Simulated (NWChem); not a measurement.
## Total energies of HfO₂

```xyz
3

Hf     0.0000     0.0000    -0.1978
O     -1.4322     0.0000     0.8900
O      1.4322     0.0000     0.8900
```
Charge 0, spin multiplicity 1.

Everything below was run with NWChem. Structure: optimised with PBE/def2-SVP with def2 effective core potentials on Hf, a minimum by its harmonic frequencies.

Basis set: def2-SVP (60 functions).

```
method   total energy (Ha)
-------  -----------------
RHF             -197.03866
MP2             -197.67823
B2PLYP          -198.11061
PBE             -198.24531
B3LYP           -198.37150
M06-2X          -198.18484
CCSD(T)         -197.67373
```

Total energies of different functionals aren't comparable as a measure of quality: only differences taken within one method are. 

Effective core potentials replace the inner electrons of Hf; spin-orbit coupling is left out. The correlated methods keep 2 core orbitals frozen. B3LYP has NWChem's definition, with VWN1-RPA local correlation. The structure started from a generated list of species. Coupled-cluster values serve here as a point of comparison, not as the truth.
